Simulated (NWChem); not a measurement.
# A calculation on BCl₂F

SMILES: B(Cl)(F)Cl
```xyz
4

B      0.0000     0.0000     0.3575
F      0.0000     0.0000     1.6714
Cl     1.5302     0.0000    -0.4950
Cl    -1.5302     0.0000    -0.4950
```
Charge 0, spin multiplicity 1.

Everything below was run with NWChem. Structure: optimised with B3LYP/def2-SVP, a minimum by its harmonic frequencies.

Symmetry labels belong to the abelian group C2v used in the runs, with the axes of the coordinates shown.

The correlated methods keep 12 core orbitals frozen. The Pople sets run with spherical d functions. The structure started from a generated list of species.

### Question
List the 4 singlet excitations that EOM-CCSD/6-31+G* (spherical d), 12 core orbitals frozen gives, with oscillator strengths.

### Answer
```tsv
state	symmetry	energy (eV)	wavelength (nm)	f
1	a2	7.34	169	0.000
2	b1	8.15	152	0.191
3	b2	8.33	149	0.002
4	a1	9.10	136	0.013
```
These are the lowest roots of each symmetry, so higher states are missing between them.
